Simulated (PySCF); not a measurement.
C2F5, SMILES F[C](F)C(F)(F)F, multiplicity 2.

Geometry optimised at PBE-D3(BJ)/def2-SVP. The isomer is the one that the SMILES or the coordinates give; other isomers of the formula were not compared.

The numbers are results of PBE-D3(BJ)/def2-SVP (PySCF 2.14.0), not measurements.

Frequencies are harmonic and unscaled.

```tsv
mode	ν (cm⁻¹)	IR (km/mol)	moving atoms (share of kinetic energy)
1	55	0.0	F 99 %
2	200	2.7	F 96 %
3	208	2.1	F 92 %
4	357	0.2	F 97 %
5	407	0.8	F 93 %
6	497	3.2	F 84 %, C 16 %
7	570	0.8	F 90 %, C 10 %
8	594	8.8	F 82 %, C 18 %
9	673	12.2	C 51 %, F 49 %
10	801	2.5	F 70 %, C 30 %
11	1095	249.4	C 70 %, F 30 %
12	1164	316.1	C 71 %, F 29 %
13	1212	237.1	C 79 %, F 21 %
14	1282	265.4	C 72 %, F 28 %
15	1383	14.1	C 85 %, F 15 %
```
